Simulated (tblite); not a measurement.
Question: What does the GFN2-xTB structure of `FC(F)(F)C[C@H]([SiH3])O[SiH3]` look like in three dimensions?

Answer: 
```
atom  x, y, z in Å
F1    -2.8657   -1.8641   -0.0436
C2    -1.5911   -1.4695    0.1512
F3    -0.8284   -2.3618   -0.4872
F4    -1.3532   -1.6300    1.4631
C5    -1.3802   -0.0404   -0.3105
C6    -0.0438    0.5350    0.1604
Si7    0.1675    2.3802   -0.3161
O8     1.0081   -0.1532   -0.4768
Si9    2.2154   -1.0163    0.1839
H10   -2.2055    0.5531    0.0854
H11   -1.4227   -0.0413   -1.4008
H12    0.0234    0.3973    1.2461
H13    0.0869    2.4695   -1.7715
H14    1.4731    2.8078    0.1761
H15   -0.9164    3.1308    0.3229
H16    2.8072   -1.5249   -1.0403
H17    1.7170   -2.0410    1.1009
H18    3.0997   -0.1250    0.9452
```

Orientation and origin are arbitrary. Atoms count from 1 in this order. Of the pairs four or more bonds apart, F4···H12 is among the closest relative to their van der Waals radii: 2.46 Å, 92 % of the sum of Bondi's values. Si9 (oxygen-bound silicon) is distorted tetrahedral (angles from 98.4° to 115.0°). O8 (silyl ether oxygen) is bent (angle 129.1°). Si7 (SiH3 silicon) is tetrahedral (angles from 107.3° to 111.6°).

Bonds between heavy atoms (Å): F1–C2 1.348, C2–F3 1.336, C2–F4 1.343, C2–C5 1.517, C5–C6 1.529, C6–Si7 1.917, C6–O8 1.409, O8–Si9 1.625.

The geometry is computed with GFN2-xTB (gas phase).

Point group: C1 (no symmetry element, even within 0.4 Å). Its GFN2-xTB frequencies are all real (lowest 27 cm⁻¹). One conformer, not necessarily the lowest (C2–C5–C6–Si7 -176°, C5–C6–O8–Si9 -120°). 3 starts were optimised and ended at 0.00, 0.31 and 0.96 kcal/mol (GFN2-xTB); the lowest of these is shown.
